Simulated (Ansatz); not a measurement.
CH4BClS (SMILES CSBCl), singlet, geometry from GFN2-xTB, with bond 7-5 at 2.4 times its length; CASSCF(2,3)/6-31G (Ansatz, a first-principles code).

Ansatz was given this input:
Ansatz 0.2 input:
```yaml
crystal:
  periodic: [false, false, false]
  atoms:
    - {symbol: B, position_ang: [-0.45741416, 0.48225490, 0.21426879]}
    - {symbol: Cl, position_ang: [0.40893531, 1.77870207, 0.90743108]}
    - {symbol: H, position_ang: [-1.62705892, 0.52167119, 0.16850163]}
    - {symbol: S, position_ang: [0.40444993, -0.92535914, -0.43759154]}
    - {symbol: C, position_ang: [-0.97276362, -1.97172232, -1.03493449]}
    - {symbol: H, position_ang: [-1.61764141, -2.23098248, -0.20251508]}
    - {symbol: H, position_ang: [0.09884188, -4.11843174, -2.04263641]}
    - {symbol: H, position_ang: [-1.52848487, -1.43763380, -1.79777695]}
basis:
  gaussian:
    orbitals: 6-31G
hamiltonian:
  xc: hf
magnetization: {spin_polarized: false}
correlation: {active_space: {window: {electrons: 2, orbitals: 3}}}
```

The log (banner, timings and long lists left out):

```
Functional definition: HF
661 factors; integrals over basis functions are off by at most 2.4e-4 eV
mean field evaluation 1: about -25076.5072 eV, gradient 1.8e1 eV
mean field evaluation 2: about -25076.5092 eV, gradient 1.8e1 eV
mean field evaluation 4: about -25077.9419 eV, gradient 2.7e0 eV
mean field evaluation 8: about -25077.9859 eV, gradient 1.3e-3 eV
mean field -25077.98591979 eV, -921.5989840830 hartree, gradient 1.9e-6 eV, S^2 0.000000; 0 other end points of the search recorded, 0 dependent functions left out
reference -25077.98591979 eV, -921.5989840830 hartree; 24, 24 occupied and 28, 28 virtual orbitals, 661 factors
state -25080.90980104 eV, -921.7064347371 hartree
Total energy: -25080.90980104 eV, -921.7064347371 hartree
```
